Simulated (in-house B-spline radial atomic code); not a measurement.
Cu. Computed with a B-spline radial atomic code. Model: non-relativistic spherical atom: semilocal Troullier-Martins pseudo-atom, one channel per l, against all electrons, high spin, G0W0 and RPA with empty states to l = 8, local potential for every l without a channel, a model core (radius 0 = none) keeps its share of the functional.

What the tables leave out is listed at the end.

The pseudopotential gives back the lowest level of each angular momentum of its own functional in the configuration it was made in; a second state of the same l is only approximately right. Exact exchange, RPA and GW see the smooth pseudo-orbitals and miss the exchange with the core, for which the functional's share stands in. The column with an uncorrelated core keeps all orbitals and exact exchange, and so separates missing core correlation from pseudisation. Only the three outermost levels and the lowest empty one were computed. RPA here is direct RPA, with no exchange kernel, and its energies carry an (l + 1/2)⁻⁴ tail. A hybrid on a potential with a model core restores only its own semilocal share of the core's exchange.

Command:
```bash
python run_psgw.py task.json out
```
Settings (lengths in bohr, energies in hartree):
```
Z                      29
electrons              29
configuration          [Ar] 3d10 4s1
generated_in           [Ar] 3d10 4s1
functional             pbe,pbe
core_shells            4
radius_factor          0.8
core_correction        False
ion_configuration      [Ar] 3d10
```

Cost of the run: 40 s on 1 thread of Arm Neoverse V2, with other jobs on the host.

Given: made with PBE; model core radius 0 bohr; local radius 0.707 bohr; mean-field start PBE.

Valence shells of the generating configuration: 3p, 3d, 4s.

Channel: s 1.86, p 0.503, d 1.45 (radii in bohr).

Computed: largest level miss in the spin-unpolarised generating configuration 0 eV; valence RPA correlation energy all-electron orbitals -1.2921 hartree; valence RPA correlation energy pseudo -1.4013 hartree; all-electron RPA polarisability, core included 33.115 bohr³; ionisation by mean-field all-electron 8.1439 eV; ionisation by mean-field pseudo minus all 0.008 eV; ionisation by RPA pseudo minus all 0.769 eV.

```
          level  occupied  mean-field all-electron (eV)  mean-field pseudo minus all (eV)  G0W0 all-electron (eV)  G0W0 uncorrelated core minus all (eV)  G0W0 pseudo minus all (eV)  exchange self-energy all-electron (eV)  exchange self-energy pseudo (eV)
          4s up         1                        -4.828                            -0.003                 -8.0409                                 -0.036                      -0.459                                 -10.818                           -10.818
4s down (empty)         0                       -3.8862                             0.007                 -1.3963                                 -0.037                      -0.468                                 -2.4098                           -2.4256
```

(1) What is the ionisation by RPA all-electron?

(2) What is the pseudo-atom RPA polarisability?

Given: mean-field start PBE0.

Computed: valence RPA correlation energy all-electron orbitals -1.2206 hartree; valence RPA correlation energy pseudo -1.3381 hartree; all-electron RPA polarisability, core included 28.821 bohr³; pseudo-atom RPA polarisability 26.894 bohr³; ionisation by mean-field all-electron 7.7474 eV; ionisation by mean-field pseudo minus all 0.261 eV.

| level | occupied | mean-field all-electron (eV) | mean-field pseudo minus all (eV) | G0W0 all-electron (eV) | G0W0 uncorrelated core minus all (eV) | G0W0 pseudo minus all (eV) | exchange self-energy all-electron (eV) | exchange self-energy pseudo (eV) |
| --- | --- | --- | --- | --- | --- | --- | --- | --- |
| 4s up | 1 | -5.3671 | -0.202 | -7.8448 | -0.038 | -0.579 | -10.454 | -10.929 |
| 4s down (empty) | 0 | -2.6753 | -0.145 | -1.045 | -0.033 | -0.408 | -2.0007 | -2.2439 |

(3) What is the ionisation by RPA all-electron?

(4) What is the ionisation by RPA pseudo minus all?

Given: mean-field start Hartree-Fock.

Computed: valence RPA correlation energy all-electron orbitals -1.0636 hartree; valence RPA correlation energy pseudo -1.1979 hartree; all-electron RPA polarisability, core included 25.07 bohr³; ionisation by mean-field pseudo minus all 0.887 eV; ionisation by RPA all-electron 7.4769 eV; ionisation by RPA pseudo minus all 0.876 eV.

```
  level  occupied  mean-field all-electron (eV)  mean-field pseudo minus all (eV)  G0W0 all-electron (eV)  G0W0 uncorrelated core minus all (eV)  G0W0 pseudo minus all (eV)  exchange self-energy all-electron (eV)  exchange self-energy pseudo (eV)
  4s up         1                       -6.5206                            -0.967                 -7.3843                                 -0.027                      -0.852                                 -9.1085                           -11.098
  3d up         1                       -13.308                             1.043                 -11.165                                    0.1                       0.986                                 -46.482                           -39.971
3d down         1                       -13.424                             1.151                 -11.159                                  0.101                       1.079                                 -47.128                           -40.502
```

(5) What is the ionisation by mean-field all-electron?

(6) What is the pseudo-atom RPA polarisability?

Results:

(1) 8.0608 eV.

(2) 33.065 bohr³.

(3) 7.9169 eV.

(4) 0.794 eV.

(5) 6.422 eV.

(6) 18.345 bohr³.

Among the listed levels the largest G0W0 shift of the pseudo-atom is +1.08 eV, for 3d down on the Hartree-Fock start, while leaving the core uncorrelated moves that level by +0.10 eV. So pseudisation and the lost core exchange, not the missing core correlation, make the error. Not in the tables (levels of low weight, unsolved or above zero; the highest and the empty levels are kept at any weight): on PBE the G0W0 levels 3d down (pseudo minus all +1.58 eV, weights 0.53 and 0.02), 3d up (pseudo minus all +1.58 eV, weights 0.53 and 0.01); on PBE0 the G0W0 levels 3d down (pseudo minus all +1.14 eV, weights 0.72 and 0.70), 3d up (pseudo minus all +1.19 eV, weights 0.69 and 0.51).
